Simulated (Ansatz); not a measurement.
Ideal-gas functions of BGeH₅O (`[BH2][GeH2][OH]`) at 298.15 K and 1 bar, from an Ansatz frequency run at PBE0-D4/def2-TZVP.

Molar mass 104.46 g/mol, point group Cs (symmetry number 1), electronic degeneracy 1, moments of inertia 34.992, 81.841, 110.597 u Å². Harmonic wavenumbers (cm⁻¹, unscaled): 148, 173, 215, 356, 567, 608, 667, 694, 780, 865, 918, 941, 1162, 2093, 2099, 2601, 2699, 3901.

Use S(trans) = R[1.5 ln M + 2.5 ln T − 1.1517]; rotational temperatures θ = 24.2544 K / I; S(rot) = R[ln(√π/σ · √(T³/θAθBθC)) + 1.5]; for each mode x = 1.438777 ν̃/T, S = R[x/(eˣ − 1) − ln(1 − e⁻ˣ)] and H = RT x/(eˣ − 1); 1 cm⁻¹ = 0.0119627 kJ/mol; R = 8.31446 J/(mol·K).

Task: By hand: the entropy, in J/(mol·K).

Result: Translation 166.8. Rotation: θ = 0.6931, 0.2964, 0.2193 K, giving 101.2. Vibration, mode by mode: 11.29, 10.05, 8.37, 4.77, 2.13, 1.82, 1.45, 1.31, 0.94, 0.67, 0.54, 0.50, 0.20, 0.00, 0.00, 0.00, 0.00, 0.00, in all 44.1. Electronic 0.0. Sum 312.1 J/(mol·K).

Task: By hand: H − E and G − E in kJ/mol, counted from the electronic energy.

Result: Zero-point energy ½ × 21487 × 0.0119627 = 128.5; thermal vibration 7.8; translation, rotation and pV give 4 RT = 9.9. H − E = 146.2 kJ/mol, and G − E = 146.2 − 298.15 × 312.1/1000 = 53.1 kJ/mol.

Vibration gives 14 % of the entropy, 11.3 J/(mol·K) of it from the mode under 150 cm⁻¹: soft modes count most, and the harmonic formula is weakest for them. The sum counts one conformer and one mirror image; others add a mixing term.
